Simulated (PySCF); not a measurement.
# Spinor energies of Pt⁺ (platinum, charge +1)

Start: [Xe] 4f14 5d8 6s1; 5d3/2 filled at m_j = -1/2, +1/2, +3/2; 5d5/2 filled at m_j = -3/2, -1/2, +1/2, +3/2, +5/2; 6s1/2 filled at m_j = +1/2. Calculated with PySCF 2.14 in x2c-TZVPall-2c: generalised Hartree-Fock with the X2C-1e Hamiltonian and a Gaussian nucleus; spin-orbit coupling (SO) screened by Boettger's factors. This is a chosen level, not necessarily the ground level.

```tsv
spinor shell	electrons	ε, screened SO (eV)	weight of nominal j (screened SO)	rms radius, screened SO (bohr)
1s1/2	2	-78814.2	1.000	0.0194
2s1/2	2	-14001.3	1.000	0.0782
2p1/2	2	-13396.9	1.000	0.0663
2p3/2	4	-11662.2	1.000	0.0741
3s1/2	2	-3364.1	1.000	0.200
3p1/2	2	-3093.5	1.000	0.191
3p3/2	4	-2706.4	1.000	0.207
3d3/2	4	-2261.2	1.000	0.182
3d5/2	6	-2178.1	1.000	0.186
4s1/2	2	-767.44	1.000	0.441
4p1/2	2	-651.58	1.000	0.447
4p3/2	4	-558.08	1.000	0.480
4d3/2	4	-368.07	1.000	0.496
4d5/2	6	-349.92	1.000	0.508
5s1/2	2	-131.28	1.000	1.02
4f5/2	6	-104.51	0.998	0.564
4f7/2	8	-100.94	0.999	0.565
5p1/2	2	-92.830	0.995	1.12
5p3/2	4	-75.676	0.998	1.21
5d5/2	5	-22.209	0.709	1.72
5d3/2	3	-23.479	0.818	1.68
6s1/2	1	-16.911	0.999	2.89
```

```json
{"quantity": "E (hartree)", "screened SO": "-18426.36467"}
{"quantity": "M_J", "screened SO": "9/2"}
{"quantity": "⟨J²⟩", "screened SO": "24.758"}
{"quantity": "⟨L²⟩", "screened SO": "12.367"}
{"quantity": "⟨S²⟩", "screened SO": "3.839"}
```

Each row is a mean over spinors that exchange with the open shell spreads, by up to 6.662 eV (5p3/2).

Rows whose weight is well below 1 are mixtures of j = l ± 1/2: exchange outweighs spin-orbit coupling there, and the label is only the starting occupation.

Breit and QED terms are absent; they matter most for the inner s and p1/2 levels.

Densities and radii are taken from the X2C orbitals without a picture-change correction, which distorts them close to the nucleus.
